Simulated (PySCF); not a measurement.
Species: CF3SO2Cl.
Geometry (PBE0-D3(BJ)/def2-SVP, Å), atoms numbered from 1 in this order:
```xyz
8
CClF3O2S angstrom
O      1.3871   -0.0799    1.4190
S      0.9547   -0.0680    0.0449
O      1.4162   -1.0055   -0.9466
Cl     1.1790    1.8487   -0.6967
C     -0.9188   -0.1325    0.0353
F     -1.2598   -1.3376    0.4356
F     -1.3916    0.7710    0.8603
F     -1.3589    0.0828   -1.1822
```

Theory: TDDFT PBE0/def2-SVPD, vertical, gas phase, core orbitals frozen in the response in PySCF 2.14.0, density-fitted response routines.

Ground-to-excited transition dipoles (e·a0, same axes as the geometry; the sign carries no meaning), for the states with f of 0.002 or more among the lowest 8:

```json
{"state": "S1", "E (hartree)": "0.2046", "μx": "0.005", "μy": "-0.051", "μz": "-0.147"}
{"state": "S2", "E (hartree)": "0.2259", "μx": "-0.181", "μy": "-0.002", "μz": "-0.004"}
{"state": "S3", "E (hartree)": "0.2332", "μx": "0.373", "μy": "0.495", "μz": "-0.182"}
{"state": "S4", "E (hartree)": "0.2394", "μx": "-0.009", "μy": "0.038", "μz": "0.110"}
{"state": "S5", "E (hartree)": "0.2661", "μx": "0.004", "μy": "-0.068", "μz": "-0.168"}
{"state": "S6", "E (hartree)": "0.2789", "μx": "-0.116", "μy": "-0.854", "μz": "0.330"}
{"state": "S8", "E (hartree)": "0.3077", "μx": "-0.160", "μy": "-0.036", "μz": "0.011"}
```

Q: What oscillator strength does each state have?

A: f = (2/3) ΔE |μ|² with ΔE in hartree (27.2114 eV).

```json
{"state": "S1", "|μ|² (au)": "0.024", "|μ| (D)": "0.40", "f": "0.003"}
{"state": "S2", "|μ|² (au)": "0.033", "|μ| (D)": "0.46", "f": "0.005"}
{"state": "S3", "|μ|² (au)": "0.417", "|μ| (D)": "1.64", "f": "0.065"}
{"state": "S4", "|μ|² (au)": "0.014", "|μ| (D)": "0.30", "f": "0.002"}
{"state": "S5", "|μ|² (au)": "0.033", "|μ| (D)": "0.46", "f": "0.006"}
{"state": "S6", "|μ|² (au)": "0.852", "|μ| (D)": "2.35", "f": "0.158"}
{"state": "S8", "|μ|² (au)": "0.027", "|μ| (D)": "0.42", "f": "0.006"}
```

Q: Which bond between heavy atoms lies closest to the direction of the S6 transition dipole?

A: S2–Cl4, at 1° from it; next C5–F6 at 8°.

Q: What angle do the transition dipoles of S3 and S6 make?

A: |cos θ| = |μa·μb| / (|μa| |μb|) = 0.88, so θ ≈ 28° (taken between 0 and 90°, since the signs are arbitrary).

Q: What peak molar absorption coefficient would the strongest computed level give as a lone Gaussian band 0.5 eV wide at half height?

A: ε(max) = 2.175×10⁸ f / FWHM, with the width in cm⁻¹. S6: 2.175×10⁸ × 0.1584 / 4033 ≈ 8500 L mol⁻¹ cm⁻¹.

All these states lie below the vertical ionisation energy of 12.22 eV (ΔSCF).
